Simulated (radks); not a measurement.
Species: Hg I. Configuration: [Xe] 4f14 5d10 6s1 6d1 (not the ground configuration).

Method: scalar-relativistic Kohn-Sham, LDA (Slater exchange, Perdew-Wang correlation), spin-polarised, spherical densities, point nucleus; open shells are filled with parallel spins first (spin-orbit coupling, left out, can overturn this in heavy ions); computed with a radial shooting solver on a logarithmic mesh with Libxc functionals.

Energy parts (hartree):
part                       energy
total                 -19611.6384
kinetic                22016.1880
electron-nucleus      -48855.9005
Hartree                 7587.4943
exchange-correlation    -359.4201

Orbitals (lengths in bohr, moments of r in powers of bohr):
\begin{tabular}{lrrrrr}
orbital & occ. & eigenvalue (hartree) & <r> & <1/r> & <r^4> \\ \hline
1s up & 1 & -3054.888 & 0.01659 & 97.59 & 3.996e-07 \\
1s down & 1 & -3054.887 & 0.01659 & 97.59 & 3.996e-07 \\
2s up & 1 & -541.6454 & 0.06995 & 22.89 & 0.00005829 \\
2s down & 1 & -541.6451 & 0.06995 & 22.89 & 0.00005829 \\
2p up & 3 & -467.2197 & 0.06330 & 20.28 & 0.00004764 \\
2p down & 3 & -467.2194 & 0.06330 & 20.28 & 0.00004764 \\
3s up & 1 & -128.6849 & 0.1808 & 8.482 & 0.002104 \\
3s down & 1 & -128.6845 & 0.1808 & 8.482 & 0.002104 \\
3p up & 3 & -107.1885 & 0.1822 & 7.717 & 0.002323 \\
3p down & 3 & -107.1881 & 0.1822 & 7.717 & 0.002323 \\
3d up & 5 & -84.55242 & 0.1651 & 7.258 & 0.001784 \\
3d down & 5 & -84.55207 & 0.1651 & 7.258 & 0.001784 \\
4s up & 1 & -28.43617 & 0.3995 & 3.644 & 0.04680 \\
4s down & 1 & -28.43554 & 0.3994 & 3.644 & 0.04680 \\
4p up & 3 & -21.38759 & 0.4258 & 3.284 & 0.06274 \\
4p down & 3 & -21.38687 & 0.4258 & 3.284 & 0.06274 \\
4d up & 5 & -13.02853 & 0.4492 & 2.947 & 0.08597 \\
4d down & 5 & -13.02771 & 0.4492 & 2.947 & 0.08596 \\
4f up & 7 & -3.75467 & 0.4826 & 2.534 & 0.1598 \\
4f down & 7 & -3.75376 & 0.4826 & 2.534 & 0.1596 \\
5s up & 1 & -4.57303 & 0.9006 & 1.509 & 1.203 \\
5s down & 1 & -4.57150 & 0.9004 & 1.509 & 1.200 \\
5p up & 3 & -2.67096 & 1.039 & 1.281 & 2.262 \\
5p down & 3 & -2.66826 & 1.038 & 1.283 & 2.246 \\
5d up & 5 & -0.58691 & 1.480 & 0.8929 & 12.54 \\
5d down & 5 & -0.57625 & 1.467 & 0.8996 & 12.02 \\
6s up & 1 & -0.44895 & 2.511 & 0.5049 & 80.31 \\
6s down & 0 & -0.42247 & 2.511 & 0.5063 & 81.22 \\
6d up & 1 & -0.02869 & 9.589 & 0.1254 & 17750 \\
6d down & 0 & -0.01754 & 10.98 & 0.1097 & 31810 \\
\end{tabular}

The highest occupied level is 6d up at -0.781 eV. The configuration is held as typed, so some empty levels lie below it. The density falls to 0.001 e/bohr^3 at r = 3.99 bohr. Spin moment in Bohr magnetons: 2. Summed over all electrons, <r^2> = 155.7 bohr^2, which gives a Langevin (diamagnetic) susceptibility term of -123 x 10^-6 cm^3/mol.
